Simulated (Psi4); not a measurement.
C₂H₅Se₂ (SMILES [CH2][Se][Se]C), doublet, geometry from GFN2-xTB, atoms displaced at random by about 0.03 Å a coordinate; TPSS/STO-3G, gradient (Psi4).

Psi4 was given this input:
```
memory 2 GB

molecule mol {
0 2
C     2.343088   -0.081241    0.257633
Se    0.939849    0.006604   -0.809304
Se   -0.856027    0.274927    0.722826
C    -2.050804   -1.100967    0.064570
H     3.277787    0.277097   -0.066263
H     2.274736   -0.617652    1.243763
H    -3.026687   -0.979934    0.587856
H    -2.238509   -0.922762   -1.044266
H    -1.595859   -2.110792    0.174353
symmetry c1
no_reorient
no_com
}

set {
  basis sto-3g
  reference uks
}

gradient('tpss')
print_variables()
```

What the program printed (banner, timings and long lists left out):

```
gradient() will perform analytic gradient computation.

   => Loading Basis Set <=

    Name: STO-3G
    Role: ORBITAL
    Keyword: BASIS

         ---------------------------------------------------------
                                   SCF
               by Justin Turney, Rob Parrish, Andy Simmonett
                          and Daniel G. A. Smith
                              UKS Reference
         ---------------------------------------------------------

  ==> Geometry <==

    Molecular point group: c1
    Full point group: C1

    Geometry (in Angstrom), charge = 0, multiplicity = 2:

       Center              X                  Y                   Z               Mass
    ------------   -----------------  -----------------  -----------------  -----------------
         C            2.343088000000    -0.081241000000     0.257633000000    12.000000000000
         SE           0.939849000000     0.006604000000    -0.809304000000    79.916521800000
         SE          -0.856027000000     0.274927000000     0.722826000000    79.916521800000
         C           -2.050804000000    -1.100967000000     0.064570000000    12.000000000000
         H            3.277787000000     0.277097000000    -0.066263000000     1.007825032230
         H            2.274736000000    -0.617652000000     1.243763000000     1.007825032230
         H           -3.026687000000    -0.979934000000     0.587856000000     1.007825032230
         H           -2.238509000000    -0.922762000000    -1.044266000000     1.007825032230
         H           -1.595859000000    -2.110792000000     0.174353000000     1.007825032230

  Running in c1 symmetry.

  Rotational constants: A =      0.21198  B =      0.04931  C =      0.04365 [cm^-1]
  Rotational constants: A =   6354.90074  B =   1478.19121  C =   1308.45870 [MHz]
  Nuclear repulsion =  523.954741378507833

  Charge       = 0
  Multiplicity = 2
  Electrons    = 85
  Nalpha       = 43
  Nbeta        = 42

  ==> Algorithm <==

  SCF Algorithm Type is DF.
  DIIS enabled.
  MOM disabled.
  Fractional occupation disabled.
  Guess Type is SAD.
  Energy threshold   = 1.00e-08
  Density threshold  = 1.00e-08
  Integral threshold = 1.00e-12

  ==> Primary Basis <==

  Basis Set: STO-3G
    Blend: STO-3G
    Number of shells: 27
    Number of basis functions: 51
    Number of Cartesian functions: 53
    Spherical Harmonics?: true
    Max angular momentum: 2

  ==> DFT Potential <==

   => LibXC <=

    Version 7.1.2
    S. Lehtola, C. Steigemann, M. J. T. Oliveira, and M. A. L. Marques,  SoftwareX 7, 1–5 (2018) (10.1016/j.softx.2017.11.002)

   => Composite Functional: TPSS <=

    TPSS Meta-GGA XC Functional

    J. Tao, et al., Phys. Rev. Lett., 91, 146401, 2003

    Deriv               =              1
    GGA                 =           TRUE
    Meta                =           TRUE

    Exchange Hybrid     =          FALSE
    MP2 Hybrid          =          FALSE

   => Exchange Functionals <=

    1.0000   XC_MGGA_X_TPSS

   => Correlation Functionals <=

    1.0000   XC_MGGA_C_TPSS

   => LibXC Density Thresholds  <==

    XC_MGGA_C_TPSS:  1.00E-15
    XC_MGGA_X_TPSS:  1.00E-15

   => Molecular Quadrature <=

    Radial Scheme          =       TREUTLER
    Pruning Scheme         =           NONE
    Nuclear Scheme         =       TREUTLER

    Blocking Scheme        =         OCTREE
    BS radius alpha        =              1
    Pruning alpha          =              1
    Radial Points          =             75
    Spherical Points       =            302
    Total Points           =         189899
    Total Blocks           =           1461
    Max Points             =            256
    Max Functions          =             45
    Weights Tolerance      =       1.00E-15

   => Loading Basis Set <=

    Name: (STO-3G AUX)
    Role: JKFIT
    Keyword: DF_BASIS_SCF

  ==> Integral Setup <==

  SCF_SUBTYPE=INCORE selected. In-core MEM_DF algorithm will be used.
  Using in-core AOs.

[...]
  @DF-UKS Final Energy: -4827.89033515639130
    Total Energy =                      -4827.8903351563913020
[...]
         C            2.343088000000    -0.081241000000     0.257633000000    12.000000000000
         SE           0.939849000000     0.006604000000    -0.809304000000    79.916521800000
         SE          -0.856027000000     0.274927000000     0.722826000000    79.916521800000
         C           -2.050804000000    -1.100967000000     0.064570000000    12.000000000000
         H            3.277787000000     0.277097000000    -0.066263000000     1.007825032230
         H            2.274736000000    -0.617652000000     1.243763000000     1.007825032230
         H           -3.026687000000    -0.979934000000     0.587856000000     1.007825032230
         H           -2.238509000000    -0.922762000000    -1.044266000000     1.007825032230
         H           -1.595859000000    -2.110792000000     0.174353000000     1.007825032230

  Nuclear repulsion =  523.954741378507833

  ==> Basis Set <==

  Basis Set: STO-3G
    Blend: STO-3G
    Number of shells: 27
    Number of basis functions: 51
    Number of Cartesian functions: 53
    Spherical Harmonics?: true
    Max angular momentum: 2

  ==> DFJKGrad: Density-Fitted SCF Gradients <==

    Gradient:                    1
    J tasked:                  Yes
    K tasked:                   No
    wK tasked:                  No
    Integrals threads:           1
    Schwarz Cutoff:          1E-12
    Fitting Condition:       1E-10

   => Auxiliary Basis Set <=

  Basis Set: (STO-3G AUX)
    Blend: DEF2-UNIVERSAL-JKFIT
    Number of shells: 200
    Number of basis functions: 772
    Number of Cartesian functions: 1020
    Spherical Harmonics?: true
    Max angular momentum: 5

  ==> DFT Potential <==

   => LibXC <=

    Version 7.1.2
    S. Lehtola, C. Steigemann, M. J. T. Oliveira, and M. A. L. Marques,  SoftwareX 7, 1–5 (2018) (10.1016/j.softx.2017.11.002)

   => Composite Functional: TPSS <=

    TPSS Meta-GGA XC Functional

    J. Tao, et al., Phys. Rev. Lett., 91, 146401, 2003

    Deriv               =              1
    GGA                 =           TRUE
    Meta                =           TRUE

    Exchange Hybrid     =          FALSE
    MP2 Hybrid          =          FALSE

   => Exchange Functionals <=

    1.0000   XC_MGGA_X_TPSS

   => Correlation Functionals <=

    1.0000   XC_MGGA_C_TPSS

   => LibXC Density Thresholds  <==

    XC_MGGA_C_TPSS:  1.00E-15
    XC_MGGA_X_TPSS:  1.00E-15

   => Molecular Quadrature <=

    Radial Scheme          =       TREUTLER
    Pruning Scheme         =           NONE
    Nuclear Scheme         =       TREUTLER

    Blocking Scheme        =         OCTREE
    BS radius alpha        =              1
    Pruning alpha          =              1
    Radial Points          =             75
    Spherical Points       =            302
    Total Points           =         189899
    Total Blocks           =           1461
    Max Points             =            256
    Max Functions          =             45
    Weights Tolerance      =       1.00E-15

  -Total Gradient:
     Atom            X                  Y                   Z
    ------   -----------------  -----------------  -----------------
       1        0.006886514476     0.028986205727    -0.059608641599
       2        0.026516788502    -0.000530576989     0.045066634731
       3        0.004245230714    -0.015300058184    -0.020874656072
       4        0.003152391868     0.000021826374     0.034106445267
       5       -0.034509205253    -0.013803274478     0.009806390827
       6       -0.006425508206    -0.010427421133     0.017168043880
       7       -0.008514334135     0.007516530212     0.000107231528
       8       -0.001423976326     0.006203494244    -0.021797688573
       9        0.010246367130    -0.003052479006    -0.003878464765

  Variable Map:
  ----------------------------------------------------------------------------
[...]
  Array Variable Map:
  ----------------------------------------------------------------------------
[...]
[...]
```
